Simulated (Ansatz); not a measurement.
Molecule: sum formula Si$_{2}$H$_{3}$F$_{2}$, net charge 0, doublet state. It need not be the lowest isomer of its formula. 
Structure (B3LYP-D3(BJ)/def2-TZVP (Ansatz, a program for electronic structure) minimum search):
```
Si
F 1 1.5983
F 1 1.5983 2 107.69
H 1 1.4770 2 106.90 3 -114.57
Si 1 2.3297 4 118.12 2 122.45
H 5 1.4835 1 113.24 4 -63.41
H 5 1.4835 6 110.50 1 -128.25
```
Charge 0, spin multiplicity 2.

Total electronic energies in hartree. Valence correlation only, unless marked. UHF or UKS for open shells. Spin-orbit coupling is left out. No relativistic terms. Basis-set limits of correlation are two-point, X^-3; Hartree-Fock from the larger set.

| level | program | energy (Eh) |
|---|---|---|
| HF/def2-TZVPPD | Ansatz | -778.70105 |
| HF/cc-pV(Q+d)Z | Ansatz | -778.72360 |
| r2SCAN-D4/def2-TZVPD | Ansatz + dftd4 | -780.53410 |
| PBE0-D4/def2-TZVPD | Ansatz + dftd4 | -780.23303 |
| PBE0/def2-QZVPP | Ansatz | -780.25875 |
| BHLYP-D3(BJ)/def2-TZVPD | Ansatz + dftd3 | -780.60501 |
| wB97X-V/def2-TZVPD | Ansatz | -780.50159 |
| B2GP-PLYP-D4/def2-TZVPD | Ansatz + dftd4 | -780.20663 |
| B2PLYP-D4/def2-TZVPD | Ansatz + dftd4 | -780.32165 |
| RI-MP2/CBS(def2-TZVPPD,def2-QZVPPD) | Ansatz | -779.5587 |
| SCS-MP2/6-31G* | Ansatz | -779.02022 |
| SCS-MP2/cc-pV(T+d)Z | Ansatz | -779.41216 |
| CCSD/def2-SVPD | Ansatz | -778.85134 |
| CCSD/def2-QZVPPD | Ansatz | -779.53831 |
| CCSD(T)/CBS(aug-cc-pV(T+d)Z,aug-cc-pV(Q+d)Z) | Ansatz | -779.6086 |

Totals of different functionals don't rank their quality; only differences between species are comparable.
